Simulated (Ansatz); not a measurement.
Geometry optimisation, RKS PBE0/def2-SVP (Ansatz).

The input (input.yaml):

```yaml
crystal:
  periodic: [false, false, false]
  atoms:
    - { symbol: Al, position_ang: [-0.042513, -0.39177, -0.010748] }
    - { symbol: O, position_ang: [-0.230892, -0.336931, 1.730936] }
    - { symbol: H, position_ang: [-1.086574, -0.499078, 2.137198] }
    - { symbol: H, position_ang: [1.38984, -0.575518, -0.615411] }
    - { symbol: Cl, position_ang: [-1.780966, -0.518151, -1.194495] }
    - { symbol: "N", position_ang: [0.168393, 2.537314, 0.979011] }
    - { symbol: H, position_ang: [1.048947, 3.0184, 1.143793] }
    - { symbol: H, position_ang: [-0.577701, 3.228379, 1.007709] }
    - { symbol: H, position_ang: [0.028665, 1.862855, 1.756306] }
basis:
  gaussian: { orbitals: def2-SVP }
hamiltonian:
  xc: pbe0
relax:
  f_tol: 0.03
  max_steps: 50
output:
  orbitals: {}
```

Launched with:

```bash
$ ansatz run input.yaml --threads 2 --pin off --max-ram 3072MiB --backend cpu --events-out ev --progress --plain --runs-dir out
```

Where does it end, and by what steps?

The run converged. The force dipped under the threshold on the way, but the program's further checks kept it going. After 15 steps the energy has fallen by 1.110 eV; Cl5 moved furthest, 0.91 Å. Joined: Al1–N6 (3.10 → 2.03 Å).

| step | energy less start (eV) | largest force component (eV/Å) | accepted |
| --- | --- | --- | --- |
| 0 | 0.0000 | 1.060 | yes |
| 1 | -0.2135 | 0.939 | yes |
| 2 | -0.4835 | 1.242 | yes |
| 3 | -0.8222 | 1.038 | yes |
| 4 | -0.9379 | 1.315 | yes |
| 5 | -0.9957 | 1.371 | yes |
| 6 | -1.0413 | 0.867 | yes |
| 7 | -1.0837 | 0.337 | yes |
| 8 | -1.0940 | 0.065 | yes |
| 9 | -1.1020 | 0.153 | yes |
| 10 | -1.1045 | 0.264 | yes |
| 11 | -1.1027 | 0.194 | no |
| 12 | -1.1082 | 0.068 | yes |
| 13 | -1.1096 | 0.022 | yes |
| 14 | -1.1096 | 0.034 | yes |
| 15 | -1.1097 | 0.020 | yes |

```xyz
9
Properties=species:S:1:pos:R:3
Al -0.055 0.183 0.323
O -0.452 -0.308 1.934
H -0.749 -1.182 2.189
H 1.336 -0.231 -0.324
Cl -1.696 0.375 -1.057
N 0.131 2.124 0.873
H 1.044 2.550 0.713
H -0.579 2.692 0.407
H -0.063 2.122 1.877
```

Whether the end is a true minimum wasn't checked by a vibrational analysis.

The run took 39 s on 2 threads of Arm Neoverse V1, on a shared host, peak memory 0.17 GiB.
